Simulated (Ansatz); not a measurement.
Cu3Cl6⁺. Charge 1, multiplicity 1. Geometry r2SCAN-D4/def2-SVP; atoms count from 1.

```xyz
9

Cu   -0.656   -1.829    1.153
Cu    0.645    1.654   -0.960
Cu    1.079    0.174    1.354
Cl   -1.797   -3.451    1.828
Cl    0.319   -1.053    2.996
Cl   -0.524    2.426   -2.708
Cl    2.063    2.023    0.666
Cl   -1.245    0.725   -3.677
Cl    0.117   -0.670   -0.651
```

The restricted singlet is unstable towards broken spin symmetry at other levels; at PBE0-D4/def2-TZVP this wasn't settled. In the singlet, Cl6 and Cl8 lie 2.09 Å apart (atoms count from 1), so these atoms are partly bonded to each other. Another isomer (singlet) lies 0.44 eV lower at PBE0-D4/def2-TZVP; other spin states weren't run for this one.

Q: Estimate the Mulliken populations from the PBE0/def2-TZVP orbitals of Ansatz.

A: 
| atom | charge (e) | d electrons |
| --- | --- | --- |
| Cu1 | 0.43 | 9.58 |
| Cu2 | 0.37 | 9.82 |
| Cu3 | 0.42 | 9.66 |
| Cl4 | -0.08 | – |
| Cl5 | -0.05 | – |
| Cl6 | 0.14 | – |
| Cl7 | -0.17 | – |
| Cl8 | 0.09 | – |
| Cl9 | -0.15 | – |
Mulliken values depend strongly on the basis.

Q: And the Mayer bond orders between heavy atoms (over 0.3)?

A: Cu1–Cl4 0.95 (2.09 Å); Cu1–Cl5 0.63 (2.22 Å); Cu1–Cl9 0.59 (2.28 Å); Cu2–Cl6 0.52 (2.24 Å); Cu2–Cl7 0.63 (2.19 Å); Cu2–Cl9 0.33 (2.40 Å); Cu3–Cl5 0.70 (2.19 Å); Cu3–Cl7 0.65 (2.20 Å); Cu3–Cl9 0.38 (2.38 Å); Cl6–Cl8 1.05 (2.09 Å).
